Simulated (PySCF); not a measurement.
From one molecule to another.

First species: C₄H₆F₄.
SMILES: `C[C@](F)(CF)C(F)F`

Second species: C4H6F4.
Numbering: `[F:1][CH2:2][CH2:3][CH2:4][C:5]([F:6])([F:7])[F:8]` (hydrogens: H9, H10 on C2; H11, H12 on C3; H13, H14 on C4)

Structure used (GFN2-xTB), in Å, numbered top down from 1:
```xyz
14
C4H6F4 angstrom
F      1.802    1.654   -0.033
C      1.530    0.462    0.596
C      0.804   -0.471   -0.367
C     -0.569    0.066   -0.784
C     -1.646   -0.215    0.245
F     -1.756   -1.525    0.521
F     -1.441    0.398    1.421
F     -2.853    0.186   -0.183
H      0.934    0.701    1.480
H      2.493    0.039    0.897
H      1.418   -0.578   -1.263
H      0.702   -1.452    0.099
H     -0.523    1.145   -0.943
H     -0.897   -0.411   -1.710
```

Levels: CAM-B3LYP/def2-SVPD for dipole moment, HOMO energy, LUMO energy, HOMO–LUMO gap, static isotropic polarisability and electronic spatial extent ⟨r²⟩ about the centre of nuclear charge; TDDFT CAM-B3LYP/def2-SVPD for lowest singlet excitation; TDA CAM-B3LYP/def2-SVPD for lowest triplet excitation (Tamm–Dancoff); GFN2-xTB for rotational constant A and rotational constant C. Geometries: GFN2-xTB. Each structure is a single optimised conformer of the isolated species, non-relativistic unless stated; the electronic structure was computed with PySCF and density fitting.

Dipoles, sizes and rotational constants follow the conformer. The torsions of the flexible species, by atom-mapped SMILES:
- `[CH3:1][C@:2]([F:3])([CH2:4][F:5])[CH:6]([F:7])[F:8]`: C1–C2–C4–F5 -170°, C1–C2–C6–F7 68°
- `[F:1][CH2:2][CH2:3][CH2:4][C:5]([F:6])([F:7])[F:8]`: F1–C2–C3–C4 -64°, C2–C3–C4–C5 -81°, C3–C4–C5–F6 -57°

```tsv
property	column X	column Y
dipole moment	2.12 D	2.38 D
HOMO energy	-11.24 eV	-11.04 eV
LUMO energy	1.21 eV	1.19 eV
HOMO–LUMO gap	12.45 eV	12.23 eV
lowest singlet excitation	9.30 eV	9.34 eV
lowest triplet excitation (Tamm–Dancoff)	9.02 eV	9.00 eV
static isotropic polarisability	52.3 au	52.4 au
electronic spatial extent ⟨r²⟩ about the centre of nuclear charge	1060 bohr²	888 bohr²
rotational constant A	3.785 GHz	2.443 GHz
rotational constant C	1.087 GHz	1.433 GHz
```

Problem. Which column belongs to which species?

Solution. Column X is the second species and column Y the first. The first has 14 atoms and 66 electrons, the second 14 and 66.

Problem. How does each property change from the first species to the second?

Solution. dipole moment -0.26 D; HOMO energy -0.20 eV; LUMO energy +0.02 eV; HOMO–LUMO gap +0.22 eV; lowest singlet excitation -0.04 eV; lowest triplet excitation (Tamm–Dancoff) +0.02 eV; static isotropic polarisability -0.1 au; electronic spatial extent ⟨r²⟩ about the centre of nuclear charge +172 bohr²; rotational constant A +1.342 GHz; rotational constant C -0.346 GHz.

On the first: The vertical singlet–triplet gap S1 − T1 is 0.34 eV (TDDFT singlet less Tamm–Dancoff triplet). The principal polarisabilities are 49.6, 53.1 and 54.4 au; their mean is the isotropic value.

On the second: The 8 singlets span 9.30 to 10.54 eV, and their oscillator strengths add up to 0.20. The vertical singlet–triplet gap S1 − T1 is 0.28 eV (TDDFT singlet less Tamm–Dancoff triplet; S1: HOMO→LUMO, weight 0.69; T1: HOMO→LUMO, weight 0.52).
